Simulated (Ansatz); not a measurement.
Molecule: C2H3Cl2 (charge 0, doublet). It need not be the lowest isomer of its formula. 
Coordinates optimised at B3LYP-D3(BJ)/def2-TZVP (Ansatz, a first-principles code):
```
C
H 1 1.0853
H 1 1.0862 2 111.05
C 1 1.4532 2 113.14 3 -126.40
H 4 1.0794 1 122.52 2 162.37
Cl 4 1.7043 5 115.31 1 -164.09
Cl 1 1.8644 2 104.59 3 112.06
```
Charge 0, spin multiplicity 2.

Wanted: atomisation energy (electronic, to ground-state atoms), in eV. Correlated levels leave the core frozen unless marked. UHF or UKS for open shells. No spin-orbit coupling. Non-relativistic. The coupled-cluster limit lacks core correlation, which all-electron functionals hold. Basis-set limits of correlation are two-point, X^-3; Hartree-Fock from the larger set. The bracket is a focal-point correction in the basis named.

| level | program | atomisation energy (eV) | minus last row |
|---|---|---|---|
| HF/cc-pV(D+d)Z | Ansatz | 17.41 | -7.09 |
| revPBE-D4/def2-TZVPD | Ansatz + dftd4 | 24.86 | 0.36 |
| PBE0/STO-3G | Ansatz | 28.55 | 4.05 |
| CAM-B3LYP-D3(BJ)/def2-TZVPD | Ansatz + dftd3 | 24.53 | 0.03 |
| LC-wPBE/def2-TZVPD | Ansatz | 24.51 | 0.01 |
| wB97M-V/def2-TZVPD | Ansatz | 24.63 | 0.13 |
| PBE-QIDH/def2-TZVPD | Ansatz | 24.55 | 0.05 |
| MP2/6-31G | Ansatz | 19.97 | -4.53 |
| RI-MP2/cc-pV(T+d)Z | Ansatz | 24.25 | -0.25 |
| SCS-MP2/STO-3G | Ansatz | 23.69 | -0.81 |
| SCS-MP2/6-31G* | Ansatz | 22.22 | -2.28 |
| CCSD/cc-pV(D+d)Z | Ansatz | 22.13 | -2.37 |
| CCSD(T)/STO-3G | Ansatz | 23.98 | -0.52 |
| CCSD(T)/aug-cc-pV(T+d)Z | Ansatz | 23.94 | -0.56 |
| RI-MP2/CBS(aug-cc-pV(T+d)Z,aug-cc-pV(Q+d)Z)+[CCSD(T)-MP2]/aug-cc-pV(T+d)Z | Ansatz | 24.50 | 0.00 |
